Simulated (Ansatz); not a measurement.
Consider the redistribution: `[SiH3]B[CH2][SnH3]` + `OC(F)[SiH3]` → `F[CH]([SiH3])[SnH3]` + `OCB[SiH3]`.

Isolated molecules relaxed with PBE0-D4/def2-TZVP in Ansatz; ΔE leaves out vibrations. CBS: MP2 limit from def2 TZ/QZ plus the TZ coupled-cluster correction, frozen cores. DFT in def2-TZVPP. B3LYP here is the variant with VWN-RPA as its local correlation; programs differ in this. Elements past krypton have def2 core potentials. For Sn outer-core shells are correlated without core-valence functions, which leaves a few kJ/mol of doubt a bond. Each species was taken in one conformer, which may not be the lowest.

`[SiH3]B[CH2][SnH3]`:

Cartesian coordinates in Å:
```
Si -0.486 0.545 -1.961
B -0.537 0.911 0.022
C 0.694 0.806 0.892
Sn 0.290 -1.330 1.333
H -1.649 -0.250 -2.447
H -0.502 1.845 -2.695
H 0.757 -0.177 -2.371
H -1.592 1.163 0.542
H 0.701 1.264 1.881
H 1.685 0.779 0.438
H -1.044 -1.944 0.465
H -0.014 -1.432 3.005
H 1.697 -2.182 0.895
```

`OC(F)[SiH3]`:

```xyz
9

O     0.247   -0.229   -1.594
C     0.659   -0.073   -0.289
F     1.324   -1.224    0.143
Si   -0.878    0.198    0.817
H     1.013   -0.219   -2.178
H     1.397    0.735   -0.188
H    -1.813   -0.936    0.626
H    -0.427    0.270    2.229
H    -1.523    1.479    0.433
```

`F[CH]([SiH3])[SnH3]`:

Cartesian coordinates in Å:
```
F -0.406 -1.872 0.590
C -0.606 -0.560 0.137
Si -0.305 0.663 1.539
Sn 0.669 -0.245 -1.602
H -1.643 -0.487 -0.212
H -1.206 0.401 2.692
H -0.570 2.022 0.993
H 1.108 0.580 1.988
H 2.295 -0.157 -1.096
H 0.216 1.215 -2.364
H 0.448 -1.559 -2.665
```

`OCB[SiH3]`:

Z-matrix (Å, degrees):
```
C
B 1 1.547
O 1 1.411 2 114.8
H 1 1.107 2 106.8 3 -124.9
H 1 1.108 2 106.8 3 124.9
Si 2 2.017 1 120.7 3 -179.9
H 2 1.197 1 120.1 3 0.0
H 3 0.960 1 108.9 2 -179.9
H 6 1.491 2 109.9 1 -121.8
H 6 1.491 2 113.8 1 -0.7
H 6 1.491 2 109.7 1 120.2
```

Question: Is it downhill or uphill in electronic energy at CCSD(T)/CBS, and by how much? (An estimate is asked.)

Answer: Ansatz gave: Uphill: ΔE = +1.01 eV.

Question: What do these levels give: PBE-D4, B97M-V, B3LYP-D4, r2SCAN0-D4, r2SCAN, CAM-B3LYP, HF/def2-SVP, MP2/def2-SVP, HF/def2-TZVPP, SCS-MP2/def2-QZVPP, HF/CBS(def2), CCSD/CBS(def2)? (Best estimate.)

Answer: Computed: PBE-D4 0.97, B97M-V 0.93, B3LYP-D4 0.92, r2SCAN0-D4 1.00, r2SCAN 0.98, CAM-B3LYP 0.89, HF/def2-SVP 0.88, MP2/def2-SVP 1.13, HF/def2-TZVPP 0.83, SCS-MP2/def2-QZVPP 1.01, HF/CBS(def2) 0.83, CCSD/CBS(def2) 0.97 eV.

Largest T1 diagnostic among the species: 0.013.

From BLYP to BHLYP (50 % exact exchange), in def2-TZVPP and without D4, ΔE moves by +0.05 eV. In def2-TZVPP, CCSD(T) changes the Hartree–Fock value by +0.18 eV (the triples alone add +0.04 eV) and MP2 by +0.27 eV.
